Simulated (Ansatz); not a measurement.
## Molecular dynamics of ClFH5NSi

Input:

```yaml
crystal:
  periodic: [false, false, false]
  atoms:
    - { symbol: Si, position_ang: [0.220915, -0.244412, 0.445296] }
    - { symbol: F, position_ang: [1.896886, 0.205497, -0.653672] }
    - { symbol: H, position_ang: [0.787788, -1.619841, 0.336007] }
    - { symbol: H, position_ang: [0.561367, 0.284355, 1.782106] }
    - { symbol: "N", position_ang: [-1.375442, -0.538326, -0.072539] }
    - { symbol: H, position_ang: [1.532771, 1.137596, -0.801548] }
    - { symbol: Cl, position_ang: [0.074887, 2.051808, -0.368629] }
    - { symbol: H, position_ang: [-1.655722, -1.467121, -0.369152] }
    - { symbol: H, position_ang: [-2.043449, 0.190543, -0.297967] }
basis:
  gaussian: { orbitals: def2-SVP }
hamiltonian:
  xc: b3lyp
md:
  timestep: 0.5
  n_steps: 200
  ensemble: nve
  temperature: 100.0
  initial_velocities: maxwell_boltzmann
  seed: 6993
```

Launched with:

```bash
$ ansatz run input.yaml --threads 2 --pin off --max-ram 3072MiB --backend cpu --events-out ev --progress --plain --runs-dir out
```

It starts at the highest image of a converged band, a first-order saddle point between two minima.

Output, in part (one step line in 3, the closing report, with atoms numbered from 0):

```
md step     0: t =     0.00 fs  T =   100.0 K  F+E_penalty+E_count = -24680.99255782 eV  E_kin = 0.090482 eV  conserved = -24680.90207582 eV  (26 SCF iters)
md step     3: t =     1.50 fs  T =    76.6 K  F+E_penalty+E_count = -24680.97095359 eV  E_kin = 0.069347 eV  conserved = -24680.90160677 eV  (25 SCF iters)
md step     6: t =     3.00 fs  T =    60.4 K  F+E_penalty+E_count = -24680.95616834 eV  E_kin = 0.054607 eV  conserved = -24680.90156137 eV  (24 SCF iters)
md step     9: t =     4.50 fs  T =    59.8 K  F+E_penalty+E_count = -24680.95602858 eV  E_kin = 0.054147 eV  conserved = -24680.90188151 eV  (23 SCF iters)
md step    12: t =     6.00 fs  T =    40.5 K  F+E_penalty+E_count = -24680.93821594 eV  E_kin = 0.036690 eV  conserved = -24680.90152573 eV  (24 SCF iters)
md step    15: t =     7.50 fs  T =    39.2 K  F+E_penalty+E_count = -24680.93703890 eV  E_kin = 0.035448 eV  conserved = -24680.90159126 eV  (23 SCF iters)
md step    18: t =     9.00 fs  T =    48.5 K  F+E_penalty+E_count = -24680.94577404 eV  E_kin = 0.043862 eV  conserved = -24680.90191183 eV  (24 SCF iters)
md step    21: t =    10.50 fs  T =    36.0 K  F+E_penalty+E_count = -24680.93411042 eV  E_kin = 0.032608 eV  conserved = -24680.90150267 eV  (27 SCF iters)
md step    24: t =    12.00 fs  T =    46.4 K  F+E_penalty+E_count = -24680.94363877 eV  E_kin = 0.042015 eV  conserved = -24680.90162361 eV  (24 SCF iters)
md step    27: t =    13.50 fs  T =    64.9 K  F+E_penalty+E_count = -24680.96069802 eV  E_kin = 0.058687 eV  conserved = -24680.90201118 eV  (23 SCF iters)
md step    30: t =    15.00 fs  T =    46.8 K  F+E_penalty+E_count = -24680.94390768 eV  E_kin = 0.042351 eV  conserved = -24680.90155636 eV  (23 SCF iters)
md step    33: t =    16.50 fs  T =    42.0 K  F+E_penalty+E_count = -24680.93948267 eV  E_kin = 0.037974 eV  conserved = -24680.90150890 eV  (24 SCF iters)
md step    36: t =    18.00 fs  T =    57.6 K  F+E_penalty+E_count = -24680.95400023 eV  E_kin = 0.052093 eV  conserved = -24680.90190676 eV  (24 SCF iters)
md step    39: t =    19.50 fs  T =    49.5 K  F+E_penalty+E_count = -24680.94646254 eV  E_kin = 0.044799 eV  conserved = -24680.90166379 eV  (25 SCF iters)
md step    42: t =    21.00 fs  T =    43.8 K  F+E_penalty+E_count = -24680.94120712 eV  E_kin = 0.039597 eV  conserved = -24680.90161045 eV  (23 SCF iters)
md step    45: t =    22.50 fs  T =    46.7 K  F+E_penalty+E_count = -24680.94414691 eV  E_kin = 0.042264 eV  conserved = -24680.90188311 eV  (23 SCF iters)
md step    48: t =    24.00 fs  T =    30.4 K  F+E_penalty+E_count = -24680.92907828 eV  E_kin = 0.027518 eV  conserved = -24680.90156030 eV  (23 SCF iters)
md step    51: t =    25.50 fs  T =    28.8 K  F+E_penalty+E_count = -24680.92763900 eV  E_kin = 0.026061 eV  conserved = -24680.90157828 eV  (24 SCF iters)
md step    54: t =    27.00 fs  T =    40.0 K  F+E_penalty+E_count = -24680.93802702 eV  E_kin = 0.036155 eV  conserved = -24680.90187179 eV  (25 SCF iters)
md step    57: t =    28.50 fs  T =    32.7 K  F+E_penalty+E_count = -24680.93114839 eV  E_kin = 0.029596 eV  conserved = -24680.90155282 eV  (24 SCF iters)
md step    60: t =    30.00 fs  T =    43.9 K  F+E_penalty+E_count = -24680.94128738 eV  E_kin = 0.039734 eV  conserved = -24680.90155370 eV  (24 SCF iters)
md step    63: t =    31.50 fs  T =    69.9 K  F+E_penalty+E_count = -24680.96530680 eV  E_kin = 0.063281 eV  conserved = -24680.90202627 eV  (23 SCF iters)
md step    66: t =    33.00 fs  T =    58.2 K  F+E_penalty+E_count = -24680.95429007 eV  E_kin = 0.052643 eV  conserved = -24680.90164718 eV  (24 SCF iters)
md step    69: t =    34.50 fs  T =    49.1 K  F+E_penalty+E_count = -24680.94594518 eV  E_kin = 0.044440 eV  conserved = -24680.90150529 eV  (24 SCF iters)
md step    72: t =    36.00 fs  T =    61.3 K  F+E_penalty+E_count = -24680.95734747 eV  E_kin = 0.055464 eV  conserved = -24680.90188391 eV  (24 SCF iters)
md step    75: t =    37.50 fs  T =    52.8 K  F+E_penalty+E_count = -24680.94949146 eV  E_kin = 0.047785 eV  conserved = -24680.90170638 eV  (25 SCF iters)
md step    78: t =    39.00 fs  T =    44.5 K  F+E_penalty+E_count = -24680.94180368 eV  E_kin = 0.040303 eV  conserved = -24680.90150045 eV  (24 SCF iters)
md step    81: t =    40.50 fs  T =    58.2 K  F+E_penalty+E_count = -24680.95453640 eV  E_kin = 0.052705 eV  conserved = -24680.90183141 eV  (23 SCF iters)
md step    84: t =    42.00 fs  T =    60.8 K  F+E_penalty+E_count = -24680.95664693 eV  E_kin = 0.055047 eV  conserved = -24680.90159968 eV  (23 SCF iters)
md step    87: t =    43.50 fs  T =    72.3 K  F+E_penalty+E_count = -24680.96702404 eV  E_kin = 0.065376 eV  conserved = -24680.90164810 eV  (24 SCF iters)
md step    90: t =    45.00 fs  T =    86.3 K  F+E_penalty+E_count = -24680.98002071 eV  E_kin = 0.078089 eV  conserved = -24680.90193150 eV  (23 SCF iters)
md step    93: t =    46.50 fs  T =    72.6 K  F+E_penalty+E_count = -24680.96731499 eV  E_kin = 0.065688 eV  conserved = -24680.90162711 eV  (23 SCF iters)
md step    96: t =    48.00 fs  T =    68.3 K  F+E_penalty+E_count = -24680.96332928 eV  E_kin = 0.061791 eV  conserved = -24680.90153805 eV  (23 SCF iters)
md step    99: t =    49.50 fs  T =    81.3 K  F+E_penalty+E_count = -24680.97550913 eV  E_kin = 0.073551 eV  conserved = -24680.90195831 eV  (24 SCF iters)
md step   102: t =    51.00 fs  T =    67.2 K  F+E_penalty+E_count = -24680.96238907 eV  E_kin = 0.060777 eV  conserved = -24680.90161253 eV  (24 SCF iters)
md step   105: t =    52.50 fs  T =    60.6 K  F+E_penalty+E_count = -24680.95637437 eV  E_kin = 0.054844 eV  conserved = -24680.90153041 eV  (23 SCF iters)
md step   108: t =    54.00 fs  T =    74.0 K  F+E_penalty+E_count = -24680.96873909 eV  E_kin = 0.066914 eV  conserved = -24680.90182462 eV  (24 SCF iters)
md step   111: t =    55.50 fs  T =    72.2 K  F+E_penalty+E_count = -24680.96710063 eV  E_kin = 0.065344 eV  conserved = -24680.90175698 eV  (25 SCF iters)
md step   114: t =    57.00 fs  T =    64.4 K  F+E_penalty+E_count = -24680.95980304 eV  E_kin = 0.058237 eV  conserved = -24680.90156559 eV  (24 SCF iters)
md step   117: t =    58.50 fs  T =    71.6 K  F+E_penalty+E_count = -24680.96656591 eV  E_kin = 0.064789 eV  conserved = -24680.90177712 eV  (23 SCF iters)
md step   120: t =    60.00 fs  T =    73.8 K  F+E_penalty+E_count = -24680.96844241 eV  E_kin = 0.066774 eV  conserved = -24680.90166814 eV  (23 SCF iters)
md step   123: t =    61.50 fs  T =    78.6 K  F+E_penalty+E_count = -24680.97279864 eV  E_kin = 0.071141 eV  conserved = -24680.90165756 eV  (24 SCF iters)
md step   126: t =    63.00 fs  T =    87.6 K  F+E_penalty+E_count = -24680.98102075 eV  E_kin = 0.079265 eV  conserved = -24680.90175620 eV  (23 SCF iters)
md step   129: t =    64.50 fs  T =    89.6 K  F+E_penalty+E_count = -24680.98271032 eV  E_kin = 0.081052 eV  conserved = -24680.90165797 eV  (24 SCF iters)
md step   132: t =    66.00 fs  T =    96.6 K  F+E_penalty+E_count = -24680.98911728 eV  E_kin = 0.087442 eV  conserved = -24680.90167528 eV  (25 SCF iters)
md step   135: t =    67.50 fs  T =   102.7 K  F+E_penalty+E_count = -24680.99486833 eV  E_kin = 0.092948 eV  conserved = -24680.90192037 eV  (27 SCF iters)
md step   138: t =    69.00 fs  T =    87.6 K  F+E_penalty+E_count = -24680.98073805 eV  E_kin = 0.079243 eV  conserved = -24680.90149506 eV  (23 SCF iters)
md step   141: t =    70.50 fs  T =    96.2 K  F+E_penalty+E_count = -24680.98867885 eV  E_kin = 0.087077 eV  conserved = -24680.90160194 eV  (24 SCF iters)
md step   144: t =    72.00 fs  T =   119.4 K  F+E_penalty+E_count = -24681.00991973 eV  E_kin = 0.108063 eV  conserved = -24680.90185652 eV  (24 SCF iters)
md step   147: t =    73.50 fs  T =   126.0 K  F+E_penalty+E_count = -24681.01563575 eV  E_kin = 0.114032 eV  conserved = -24680.90160335 eV  (23 SCF iters)
md step   150: t =    75.00 fs  T =   145.8 K  F+E_penalty+E_count = -24681.03352573 eV  E_kin = 0.131968 eV  conserved = -24680.90155808 eV  (24 SCF iters)
md step   153: t =    76.50 fs  T =   180.4 K  F+E_penalty+E_count = -24681.06519844 eV  E_kin = 0.163202 eV  conserved = -24680.90199693 eV  (27 SCF iters)
md step   156: t =    78.00 fs  T =   183.0 K  F+E_penalty+E_count = -24681.06723717 eV  E_kin = 0.165545 eV  conserved = -24680.90169223 eV  (27 SCF iters)
md step   159: t =    79.50 fs  T =   186.6 K  F+E_penalty+E_count = -24681.07040766 eV  E_kin = 0.168857 eV  conserved = -24680.90155097 eV  (24 SCF iters)
md step   162: t =    81.00 fs  T =   208.9 K  F+E_penalty+E_count = -24681.09092154 eV  E_kin = 0.189027 eV  conserved = -24680.90189475 eV  (24 SCF iters)
md step   165: t =    82.50 fs  T =   212.1 K  F+E_penalty+E_count = -24681.09358989 eV  E_kin = 0.191910 eV  conserved = -24680.90167993 eV  (24 SCF iters)
md step   168: t =    84.00 fs  T =   221.0 K  F+E_penalty+E_count = -24681.10146431 eV  E_kin = 0.199998 eV  conserved = -24680.90146637 eV  (24 SCF iters)
md step   171: t =    85.50 fs  T =   258.1 K  F+E_penalty+E_count = -24681.13539633 eV  E_kin = 0.233499 eV  conserved = -24680.90189706 eV  (23 SCF iters)
md step   174: t =    87.00 fs  T =   277.2 K  F+E_penalty+E_count = -24681.15254402 eV  E_kin = 0.250799 eV  conserved = -24680.90174535 eV  (27 SCF iters)
md step   177: t =    88.50 fs  T =   294.2 K  F+E_penalty+E_count = -24681.16773482 eV  E_kin = 0.266208 eV  conserved = -24680.90152730 eV  (23 SCF iters)
md step   180: t =    90.00 fs  T =   332.8 K  F+E_penalty+E_count = -24681.20305744 eV  E_kin = 0.301159 eV  conserved = -24680.90189890 eV  (24 SCF iters)
md step   183: t =    91.50 fs  T =   353.9 K  F+E_penalty+E_count = -24681.22187905 eV  E_kin = 0.320177 eV  conserved = -24680.90170224 eV  (24 SCF iters)
md step   186: t =    93.00 fs  T =   378.2 K  F+E_penalty+E_count = -24681.24370411 eV  E_kin = 0.342204 eV  conserved = -24680.90149995 eV  (23 SCF iters)
md step   189: t =    94.50 fs  T =   425.9 K  F+E_penalty+E_count = -24681.28734852 eV  E_kin = 0.385389 eV  conserved = -24680.90195974 eV  (27 SCF iters)
md step   192: t =    96.00 fs  T =   449.3 K  F+E_penalty+E_count = -24681.30829797 eV  E_kin = 0.406570 eV  conserved = -24680.90172790 eV  (27 SCF iters)
md step   195: t =    97.50 fs  T =   472.9 K  F+E_penalty+E_count = -24681.32951725 eV  E_kin = 0.427935 eV  conserved = -24680.90158264 eV  (23 SCF iters)
md step   198: t =    99.00 fs  T =   511.6 K  F+E_penalty+E_count = -24681.36491725 eV  E_kin = 0.462923 eV  conserved = -24680.90199466 eV  (26 SCF iters)
md step   200: t =   100.00 fs  T =   521.0 K  F+E_penalty+E_count = -24681.37327471 eV  E_kin = 0.471451 eV  conserved = -24680.90182400 eV  (26 SCF iters)
Total energy: -24681.37351325 eV, -907.0237469763 hartree
Atom 0 at     0.057730    -0.120776     0.419305 Å, force    -0.697651     0.131771     0.282705 eV/Å
Atom 1 at     2.311024     0.272152    -0.758006 Å, force     0.542947     0.624366    -0.288533 eV/Å
Atom 2 at     0.847048    -1.263112    -0.066461 Å, force    -0.136184    -0.109133    -0.186773 eV/Å
Atom 3 at     0.487018     0.119113     1.837455 Å, force    -0.211223     0.055133    -0.192273 eV/Å
Atom 4 at    -1.562300    -0.550112     0.024241 Å, force    -0.234143    -1.050294    -0.080737 eV/Å
Atom 5 at     2.009691     1.149843    -0.935807 Å, force     0.111555    -0.360352     0.085838 eV/Å
Atom 6 at     0.056913     1.922586    -0.329448 Å, force     0.178818    -0.242426     0.012885 eV/Å
Atom 7 at    -1.808176    -1.518818    -0.249331 Å, force     0.322355     0.824709     0.258550 eV/Å
Atom 8 at    -2.382982     0.045790     0.031405 Å, force     0.123525     0.126227     0.108337 eV/Å
Dipole moment:    -0.331315    -0.160975    -0.037417 e Å
```

The run went to its last step. The conserved energy stayed within 0.076 meV per atom of its start (net change 0.028 meV per atom), so the integration is sound. The system heated up, since it started high on the potential surface and ran downhill. A run of 0.1 ps of so small a system gives no equilibrium averages. The orbitals stay closed-shell, which can raise the energy where a bond breaks towards radicals; this wasn't checked here.

The step under study would form Si1–Cl7, F2–H6 and break Si1–F2, H6–Cl7. These pairs go: Si1–Cl7 2.44 → 2.18 Å, F2–H6 1.01 → 0.94 Å, Si1–F2 2.05 → 2.57 Å, H6–Cl7 1.77 → 2.19 Å. In the last frame they stand as after the step (other bonds may differ from the relaxed reactants and products). It ends as ClH4NSi + FH. Pairs count as bonded within 1.25 times the sum of covalent radii (0.12 Å more for H–H).

Last frame:

```xyz
9
Properties=species:S:1:pos:R:3
Si 0.058 -0.121 0.419
F 2.311 0.272 -0.758
H 0.847 -1.263 -0.067
H 0.487 0.119 1.837
N -1.562 -0.550 0.024
H 2.010 1.150 -0.936
Cl 0.057 1.923 -0.329
H -1.808 -1.519 -0.249
H -2.383 0.046 0.031
```

Run time: 6.9 min on 2 threads of Arm Neoverse V1, with other jobs on the host, peak memory 0.17 GiB.
